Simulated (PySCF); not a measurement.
# A small calculation by hand: chemical shift, span and skew from a shielding tensor

C2HCl3, SMILES C(Cl)=C(Cl)Cl. Atoms are numbered in the order given.

```xyz
6

Cl     0.3504     2.2664     0.0000
C      0.9181     0.6388     0.0000
C      0.1107    -0.4318     0.0000
Cl    -1.6118    -0.3364     0.0000
Cl     0.7806    -2.0334     0.0000
H      2.0015     0.5172     0.0000
```
Charge 0, spin multiplicity 1.

Geometry optimised at B3LYP-D3(BJ)/def2-SVP.

GIAO shieldings from HF/pcSseg-1 run with PySCF, non-relativistic, no solvent. The symmetric part of the tensor of C2 has the principal values -58.2, 96.2, 127.8 ppm. The same nucleus in TMS has σ = 192.6 ppm at this level (PySCF, at its B3LYP-D3(BJ)/def2-TZVP geometry). Without spin–orbit terms, shifts of atoms bonded to Cl or Br come out too high.

Question: Work out the isotropic shielding, the ¹³C shift against TMS, the span and the skew.

Answer: 
σ(iso) = (σ11 + σ22 + σ33)/3 = 55.3 ppm. δ = σ(ref) − σ(iso) = 192.6 − (55.3) = 137.3 ppm.
Span Ω = σ33 − σ11 = 186.0 ppm. Skew κ = 3(σ(iso) − σ22)/Ω = -0.66. Tumbling in solution averages the tensor to δ; in a static solid the shielding alone would spread this spin-1/2 line over Ω.
